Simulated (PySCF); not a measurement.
C4H3ClF2, SMILES C(Cl)(=C=C(F)F)C.

Geometry: B3LYP-D3(BJ)/def2-SVP. The structure was generated by enumeration, and PubChem lists no compound with its InChIKey, so it may never have been made.

Two levels are set side by side: TDA-PBE/def2-SVPD (PySCF) and TDA-B3LYP/def2-SVPD (PySCF). Vertical, same geometry. The lowest singlet is HOMO→LUMO 100 % with PBE and HOMO→LUMO 99 % with the other functional; states are paired by order. Differences are taken from unrounded values.

```
quantity                               TDA-B3LYP  TDA-PBE  TDA-PBE minus TDA-B3LYP
-------------------------------------  ---------  -------  -----------------------
lowest singlet excitation (eV)              4.85     4.65                    -0.20
lowest triplet excitation (TDA) (eV)        4.06     4.02                    -0.04
first bright state (f over 0.05) (eV)       7.19     6.61                    -0.59
its oscillator strength                     0.58     0.38                    -0.20
```

A lower first singlet is the usual sign of a functional without exact exchange. Differences between two approximate levels are no errors against the true value.

Rough cost on one machine, each run with all the roots and properties that it gave: TDA-B3LYP against TDA-PBE about 2 times.
